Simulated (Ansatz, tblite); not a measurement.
Spin states of HfB₁₂ (the lowest singlet isomer of a short search), each relaxed with PBE-D4/def2-SVP in Ansatz. Electronic energies in the gas phase.

In the def2 sets Hf takes a core potential; there is no spin–orbit coupling. The xTB rows come from tblite. The structure comes from a short search, and lower isomers may exist.

Singlet geometry:

```
atom   x (Å)   y (Å)   z (Å)
 Hf1   0.850   0.367  -0.982
  B2   0.515  -1.838  -0.309
  B3   1.559  -1.313   0.735
  B4  -1.571   0.918  -1.610
  B5  -1.130   1.383  -0.135
  B6  -1.640  -0.328  -0.399
  B7   1.583   1.390   1.289
  B8   0.603  -0.025   1.618
  B9  -0.935   0.043   1.039
 B10  -0.692  -1.645  -1.293
 B11   2.279   0.010   1.233
 B12  -1.457  -0.538  -2.116
 B13   0.036   1.576   0.931
```

Triplet geometry (Cs within 0.1 Å):

Cartesian coordinates in Å:
```
Hf -0.710 1.084 0.008
B -1.504 -1.149 0.542
B -1.644 -1.017 -1.030
B 1.134 1.299 1.730
B 1.665 0.704 0.344
B 0.806 -0.374 1.449
B 0.139 0.675 -2.343
B 0.087 -0.822 -1.482
B 1.003 -0.865 -0.112
B -0.925 -0.572 1.899
B -1.240 -0.072 -2.235
B -0.089 0.646 2.472
B 1.278 0.461 -1.241
```

Quintet geometry:

```xyz
13

Hf    0.6067    0.3525    1.0757
B     0.3549   -1.9320    0.3692
B    -0.9825   -1.4889    1.1508
B     1.8692    1.2503   -0.9921
B     0.2768    1.4563   -1.0253
B     0.9019   -0.1564   -1.3754
B    -1.8953    1.1504    1.2526
B    -1.7067   -0.1997    0.1562
B    -0.7294    0.0255   -1.1455
B     1.6684   -1.3970   -0.3498
B    -1.7810   -0.3102    1.8723
B     2.5713   -0.1683   -0.8245
B    -1.1542    1.4175   -0.1643
```

Run but left out: HF/def2-SVP, MP2/def2-SVP (singlet: restricted singlet, unstable towards broken spin symmetry); HF/def2-TZVP (singlet: restricted singlet, unstable in another Hartree–Fock run and untested here).

Only these spin states were relaxed.

```json
{"level": "GFN2-xTB", "triplet − singlet (kJ/mol)": "40.7", "quintet − singlet (kJ/mol)": "88.1", "lowest of these": "singlet", "remarks": "–"}
{"level": "r2SCAN-D4/def2-TZVP", "triplet − singlet (kJ/mol)": "2.9", "quintet − singlet (kJ/mol)": "164.4", "lowest of these": "singlet", "remarks": "restricted SCF unstable in HF (singlet)"}
{"level": "PBE0-D4/def2-TZVP", "triplet − singlet (kJ/mol)": "6.1", "quintet − singlet (kJ/mol)": "176.3", "lowest of these": "singlet", "remarks": "restricted SCF unstable in HF (singlet)"}
```

Problem. Estimate the rows for GFN1-xTB, PBE-D4/def2-TZVP.

Solution. 
```json
{"level": "GFN1-xTB", "triplet − singlet (kJ/mol)": "99.1", "quintet − singlet (kJ/mol)": "183.6", "lowest of these": "singlet", "remarks": "–"}
{"level": "PBE-D4/def2-TZVP", "triplet − singlet (kJ/mol)": "15.4", "quintet − singlet (kJ/mol)": "183.3", "lowest of these": "singlet", "remarks": "restricted SCF unstable in HF (singlet)"}
```

The xTB methods have no spin-polarisation term.

Problem. How do the metal–ligand distances follow the spin state?

Solution. 
```csv
state,donor atoms,mean metal–ligand distance (Å),range (Å),Mulliken spin on the metal (PBE0)
singlet,12,2.560,2.33–2.73,0
triplet,12,2.520,2.43–2.60,0.57
quintet,12,2.535,2.40–2.78,1.40
```

⟨S²⟩ at PBE0-D4/def2-TZVP: singlet 0.00 (pure 0.00), triplet 2.03 (pure 2.00), quintet 6.04 (pure 6.00).
